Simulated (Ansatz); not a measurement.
Abridged output of a molecular run in Ansatz:

```
Functional definition: HF
1717 factors; integrals over basis functions are off by at most 8.6e-4 eV
mean field evaluation 1: about -19199.3665 eV, gradient 6.5e1 eV
mean field evaluation 2: about -19199.5275 eV, gradient 6.5e1 eV
mean field evaluation 4: about -19207.0206 eV, gradient 3.4e0 eV
mean field evaluation 8: about -19207.0830 eV, gradient 4.0e-1 eV
mean field -19207.08343066 eV, -705.8472970479 hartree, gradient 3.2e-6 eV, S^2 0.000000; 0 other end points of the search recorded, 0 dependent functions left out
12 core orbitals not correlated: weight in the atoms' cores, before any rotation towards them, 1.000 or more for the frozen orbitals, at most 0.000 for the correlated occupied ones
reference -19207.08343066 eV, -705.8472970479 hartree; 20, 20 occupied and 223, 223 virtual orbitals, 1717 factors
second order -30.91558461 eV of doubles, -0.00000000 eV of singles
cycle   1  -30.24250471 eV  change    6.7e-1 eV  update   1.5e-1
cycle   2  -31.03951730 eV  change   -8.0e-1 eV  update   4.8e-2
cycle   3  -31.25891368 eV  change   -2.2e-1 eV  update   2.7e-2
cycle   4  -31.23874926 eV  change    2.0e-2 eV  update   7.6e-3
cycle   5  -31.23242297 eV  change    6.3e-3 eV  update   3.5e-3
cycle   6  -31.23476663 eV  change   -2.3e-3 eV  update   1.2e-3
cycle   7  -31.23442393 eV  change    3.4e-4 eV  update   4.6e-4
cycle   8  -31.23416883 eV  change    2.6e-4 eV  update   1.5e-4
cycle   9  -31.23425290 eV  change   -8.4e-5 eV  update   6.7e-5
cycle  10  -31.23428834 eV  change   -3.5e-5 eV  update   2.3e-5
perturbative correction -1.11186477 eV, -0.0408602767 hartree
Total energy: -19239.42958377 eV, -707.0359962498 hartree
```

Its atoms:

Cartesian coordinates in Å:
```
O -1.685 -1.542 0.531
In 0.125 -0.887 0.965
O 1.222 -1.649 2.399
O 0.880 0.600 -0.081
Si 0.330 1.507 -1.316
H -2.075 -1.053 -0.199
H 0.769 -2.367 2.850
H -1.049 1.083 -1.720
H 0.268 2.942 -0.926
H 1.215 1.366 -2.503
```

Task: Which basis set was used?
A. cc-pV(Q+d)Z
B. cc-pV(D+d)Z
C. def2-TZVPP
D. def2-QZVPP

Result: C. It gives 255 functions.

Task: Write the keys of the input that set method, charge and spin (a neutral closed shell needs none for the last two).

Result: 
```yaml
correlation: {method: ccsd_t}
```
